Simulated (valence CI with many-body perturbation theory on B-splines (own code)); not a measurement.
# Ce52+: electric-dipole lines

Calculated by valence CI with perturbative core correlation (CI+MBPT): four valence electrons over a frozen Dirac-Fock core [He], a basis of 11 s, 11 p, 10 d, 8 f, 5 g, 2 h functions for each j, with the one-electron correlation potential Σ1 (screened to all orders), the two-electron term Σ2, the three-electron term Σ3, Breit, model QED; selected single and double excitations, second order for the rest, scaled by the run's own slope (own B-spline code, finite nucleus).

No measured spectrum was set against this ion. As an estimate, large intervals hold to a few tenths of a per cent, small ones and those within an open d or f shell to about a per cent. Among the levels kept, up to 880 cm⁻¹ of a level comes from second order outside the variational space, and about a tenth of that is noise between levels of different J, which matters for small intervals.

Lines 51 to 100 of 548 in falling wavelength, among levels below 7605.4 eV, chosen from the strongest by gf and those to the six lowest levels. Wavelengths and rates use the calculated energies. Electric multipoles are in the length gauge with retardation, E1 and E2 with the static RPA response of the core. Weak lines are less certain than strong ones. Lines between different terms over intervals too small for the method are left out, as are lines whose strength nearly cancels. The highest levels of a list are the least certain.

Levels are named by their leading jj configuration (3d3/2^4 stands for four electrons in 3d with j = 3/2), which in mixed levels can hold well under half, so a name can repeat and another be missing. Letters in brackets count levels of one name in rising energy.

```csv
λ vac (Å),Upper,Lower,A (s⁻¹),S (a.u.)
65.03,(2p1/2 2p3/2^2 3d3/2) J=1 [b],(2p1/2 2p3/2^2 3p1/2) J=2 [b],5.45e+10,2.22e-02
64.56,(2s 2p1/2 2p3/2 3p3/2) J=1 [a],(2s 2p1/2 2p3/2 3s) J=1 [a],8.12e+10,3.23e-02
64.42,(2p1/2 2p3/2^2 3p3/2) J=3 [a],(2p1/2 2p3/2^2 3s) J=2 [a],9.49e+10,8.76e-02
64.11,(2s^2 2p3/2 3p3/2) J=1,(2s^2 2p3/2 3s) J=1,7.15e+10,2.79e-02
63.95,(2s 2p1/2 2p3/2 3p3/2) J=3 [c],(2s 2p1/2 2p3/2 3s) J=2 [c],9.28e+10,8.39e-02
63.91,(2s 2p1/2 2p3/2 3d3/2) J=2 [d],(2s 2p1/2 2p3/2 3p1/2) J=1 [c],6.24e+10,4.02e-02
63.88,(2s^2 2p1/2 3d3/2) J=1,(2s^2 2p1/2 3p1/2) J=0,6.03e+10,2.33e-02
63.82,(2s 2p1/2 2p3/2 3d3/2) J=2 [a],(2s 2p1/2 2p3/2 3p1/2) J=2 [a],4.10e+10,2.63e-02
63.82,(2s 2p1/2 2p3/2^2) J=3,(2s^2 2p3/2^2) J=2,9.76e+09,8.77e-03
63.81,(2s 2p1/2^2 3p3/2) J=1,(2s 2p1/2^2 3s) J=0,8.84e+10,3.40e-02
63.80,(2s 2p1/2 2p3/2 3p3/2) J=2 [b],(2s 2p1/2 2p3/2 3s) J=2 [b],8.47e+10,5.43e-02
63.77,(2p1/2^2 2p3/2 3p3/2) J=2,(2s 2p1/2 2p3/2 3p3/2) J=1 [e],6.79e+10,4.35e-02
63.76,(2s 2p3/2^2 3d3/2) J=3 [a],(2s 2p3/2^2 3p1/2) J=3,3.77e+10,3.38e-02
63.71,(2p1/2 2p3/2^2 3p3/2) J=2 [a],(2p1/2 2p3/2^2 3s) J=2 [a],6.45e+10,4.12e-02
63.60,(2p1/2 2p3/2^2 3d3/2) J=2 [a],(2p1/2 2p3/2^2 3p1/2) J=2 [a],5.17e+10,3.28e-02
63.40,(2s 2p3/2^2 3d3/2) J=2 [a],(2s 2p3/2^2 3p1/2) J=2 [a],5.44e+10,3.42e-02
63.01,(2s 2p1/2 2p3/2 3d5/2) J=3 [b],(2s 2p1/2 2p3/2 3p1/2) J=2 [c],2.85e+10,2.47e-02
62.92,(2s 2p3/2^2 3d3/2) J=1 [a],(2s 2p3/2^2 3p1/2) J=2 [a],5.43e+10,2.00e-02
62.91,(2s^2 2p3/2 3d3/2) J=2,(2s^2 2p3/2 3p1/2) J=1,4.23e+10,2.60e-02
62.81,(2p1/2 2p3/2^2 3p3/2) J=2 [c],(2s 2p3/2^2 3p3/2) J=1 [c],6.50e+10,3.98e-02
62.77,(2p1/2^2 2p3/2 3p3/2) J=1,(2s 2p1/2 2p3/2 3p3/2) J=1 [c],8.41e+10,3.08e-02
62.73,(2p1/2^2 2p3/2 3d3/2) J=2,(2p1/2^2 2p3/2 3p1/2) J=2,4.54e+10,2.77e-02
62.68,(2s 2p3/2^2 3d3/2) J=3 [a],(2s 2p3/2^2 3p1/2) J=2 [a],3.66e+10,3.12e-02
62.43,(2p1/2 2p3/2^2 3d3/2) J=1 [a],(2p1/2 2p3/2^2 3p1/2) J=1,8.42e+10,3.03e-02
62.41,(2s 2p1/2 2p3/2 3d5/2) J=4 [a],(2s 2p1/2 2p3/2 3p1/2) J=3,3.20e+10,3.45e-02
62.40,(2s 2p1/2^2 3d3/2) J=1,(2s 2p1/2^2 3p1/2) J=0,6.33e+10,2.28e-02
61.97,(2p1/2 2p3/2^2 3d3/2) J=2 [a],(2p1/2 2p3/2^2 3p1/2) J=1,4.22e+10,2.48e-02
61.91,(2s 2p3/2^2 3d3/2) J=4,(2s 2p3/2^2 3p1/2) J=3,8.75e+10,9.22e-02
61.80,(2p1/2 2p3/2^2 3d3/2) J=3 [a],(2p1/2 2p3/2^2 3p1/2) J=2 [a],8.10e+10,6.60e-02
61.76,(2p1/2^2 2p3/2 3p3/2) J=2,(2s 2p1/2 2p3/2 3p3/2) J=2 [e],5.25e+10,3.05e-02
61.60,(2p1/2 2p3/2^2 3p3/2) J=1 [a],(2p1/2 2p3/2^2 3s) J=1,6.99e+10,2.42e-02
61.56,(2s 2p1/2 2p3/2 3d3/2) J=3 [c],(2s 2p1/2 2p3/2 3p1/2) J=2 [c],6.16e+10,4.97e-02
61.37,(2s 2p1/2 2p3/2 3d3/2) J=3 [a],(2s 2p1/2 2p3/2 3p1/2) J=2 [a],8.38e+10,6.69e-02
61.32,(2s 2p3/2^2 3d3/2) J=2 [b],(2s 2p3/2^2 3p1/2) J=1 [a],6.40e+10,3.64e-02
61.28,(2s 2p3/2^2 3d3/2) J=3 [b],(2s 2p3/2^2 3p1/2) J=2 [b],1.06e+11,8.40e-02
61.20,(2p1/2 2p3/2^2 3d3/2) J=4,(2p1/2 2p3/2^2 3p1/2) J=3,6.90e+10,7.03e-02
61.20,(2s 2p1/2 2p3/2 3p3/2) J=1 [b],(2s 2p1/2 2p3/2 3s) J=2 [b],6.83e+10,2.32e-02
61.01,(2s 2p1/2 2p3/2 3p3/2) J=2 [a],(2s 2p1/2 2p3/2 3s) J=1 [a],6.98e+10,3.91e-02
60.96,(2s 2p3/2^2 3p3/2) J=3 [a],(2s 2p3/2^2 3s) J=3,6.73e+10,5.26e-02
60.95,(2s 2p1/2 2p3/2 3d3/2) J=2 [a],(2s 2p1/2 2p3/2 3p1/2) J=1 [a],4.94e+10,2.76e-02
60.93,(2p1/2 2p3/2^2 3p3/2) J=3 [b],(2p1/2 2p3/2^2 3s) J=3,8.18e+10,6.39e-02
60.92,(2s^2 2p3/2 3d3/2) J=3,(2s^2 2p3/2 3p1/2) J=2,9.97e+10,7.79e-02
60.90,(2p1/2^2 2p3/2 3d3/2) J=3,(2p1/2^2 2p3/2 3p1/2) J=2,5.56e+10,4.34e-02
60.89,(2s^2 2p1/2 3d3/2) J=2,(2s^2 2p1/2 3p1/2) J=1,9.60e+10,5.35e-02
60.85,(2s 2p3/2^2 3p3/2) J=3 [b],(2s 2p3/2^2 3s) J=2 [b],1.56e+11,1.22e-01
60.82,(2s 2p3/2^2 3p3/2) J=4,(2s 2p3/2^2 3s) J=3,1.52e+11,1.52e-01
60.77,(2p1/2^2 2p3/2 3d3/2) J=1,(2p1/2^2 2p3/2 3p1/2) J=1,6.47e+10,2.15e-02
60.67,(2p1/2 2p3/2^2 3p3/2) J=4,(2p1/2 2p3/2^2 3s) J=3,8.21e+10,8.14e-02
60.52,(2s 2p1/2 2p3/2 3d3/2) J=1 [a],(2s 2p1/2 2p3/2 3p1/2) J=1 [a],8.20e+10,2.69e-02
60.36,(2s 2p1/2^2 3d3/2) J=2,(2s 2p1/2^2 3p1/2) J=1,7.99e+10,4.33e-02
```
